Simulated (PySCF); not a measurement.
C3H6O4S.
Numbering: `[CH3:1][C@H:2]1[CH2:3][O:4][S:5](=[O:6])(=[O:7])[O:8]1` (hydrogens: H9, H10, H11 on C1; H12 on C2; H13, H14 on C3)

Computed geometry: GFN2-xTB, gas phase.

(1) Give the optimised bond lengths and angles.

## Answers

(1) 
```json
{"bond": "C1–C2", "length (Å)": "1.522"}
{"bond": "C2–C3", "length (Å)": "1.559"}
{"bond": "C3–O4", "length (Å)": "1.406"}
{"bond": "O4–S5", "length (Å)": "1.605"}
{"bond": "S5=O6", "length (Å)": "1.410"}
{"bond": "S5=O7", "length (Å)": "1.421"}
{"bond": "S5–O8", "length (Å)": "1.598"}
{"bond": "C2–O8", "length (Å)": "1.416"}
{"bond": "C1–H9, C1–H10, C1–H11", "length (Å)": "1.087"}
{"bond": "C2–H12", "length (Å)": "1.095"}
{"bond": "C3–H13", "length (Å)": "1.095"}
{"bond": "C3–H14", "length (Å)": "1.091"}
```

Bonds in one row agree within 0.01 Å and their mean is given. A selection of angles:
```json
{"angle": "C1–C2–C3", "degrees": "111.9"}
{"angle": "C1–C2–O8", "degrees": "111.1"}
{"angle": "C3–C2–O8", "degrees": "105.6"}
{"angle": "C2–C3–O4", "degrees": "106.9"}
{"angle": "C3–O4–S5", "degrees": "105.6"}
{"angle": "O4–S5–O6", "degrees": "110.8"}
{"angle": "O4–S5–O7", "degrees": "108.9"}
{"angle": "O4–S5–O8", "degrees": "94.3"}
{"angle": "O6–S5–O7", "degrees": "119.6"}
{"angle": "O6–S5–O8", "degrees": "110.7"}
{"angle": "O7–S5–O8", "degrees": "109.6"}
{"angle": "C2–O8–S5", "degrees": "107.1"}
```

Dihedral angles: C1–C2–C3–O4 124° (anticlinal); C2–C3–O4–S5 -30°; C3–O4–S5–O6 157° (antiperiplanar); O4–S5–O8–C2 -41° (synclinal); C1–C2–O8–S5 -96° (anticlinal).

The 5-membered ring C2–C3–O4–S5–O8 has internal angles of 94.3° to 107.1° (sum 520°, against 540° for a flat polygon); it is puckered, 0.20 Å rms from its mean plane, widest ring torsion 43°. The 2 C–C bonds span 1.522 Å (C1–C2, drawn single) to 1.559 Å (C2–C3, drawn single), a spread of 0.037 Å. The O–S distances run from 1.410 Å (S5=O6, drawn double) to 1.605 Å (O4–S5, drawn single), a spread of 0.195 Å. Of the pairs four or more bonds apart, O7···H10 is among the closest relative to their van der Waals radii: 2.41 Å, 88 % of the sum of Bondi's values. S5 (sulfonyl sulfur) has angles from 94.3° to 119.6°. O8 (oxygen bonded to C and S) is bent (angle 107.1°).

Point group: C1 (no symmetry element, even within 0.4 Å). No GFN2-xTB frequencies stand behind this structure, so it isn't proved a minimum. The numbers are those of one conformer.
